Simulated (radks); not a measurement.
Task: Zr3+, 37 electrons, occupied as [Kr] 4d1. Method: scalar-relativistic Kohn-Sham, B86b exchange with PBE correlation, spin-polarised, spherical densities, finite nucleus; open shells are filled with parallel spins first (spin-orbit coupling, left out, can overturn this in heavy ions); Fermi nuclear charge, rms radius 4.2694 fm; computed with a radial shooting solver on a logarithmic mesh with Libxc functionals. Some entries of the table are withheld. Estimate them.

orbital,occ.,eigenvalue (hartree),<r^2> (bohr^2)
1s down,1,-656.1660,0.001852
1s up,1,-656.1658,0.001852
2s up,1,-91.80366,0.03116
2s down,1,-91.79994,0.03116
2p up,3,-81.97612,0.02455
2p down,3,-81.97342,0.02454
3s up,1,-15.89904,0.2409
3s down,1,-15.89710,0.2409
3p up,3,-12.69707,0.2487
3p down,3,-12.69491,0.2487
3d up,5,-7.44331,0.2475
3d down,5,-7.43988,0.2474
4s up,1,-3.00952,1.639
4s down,1,-2.98467,1.630
4p up,3,(1),2.057
4p down,3,(2),2.045
4d up,1,-1.05215,3.923
4d down,0,-1.01843,3.917

Result: 
(1) 4p up eigenvalue (hartree): -2.18877
(2) 4p down eigenvalue (hartree): -2.16007
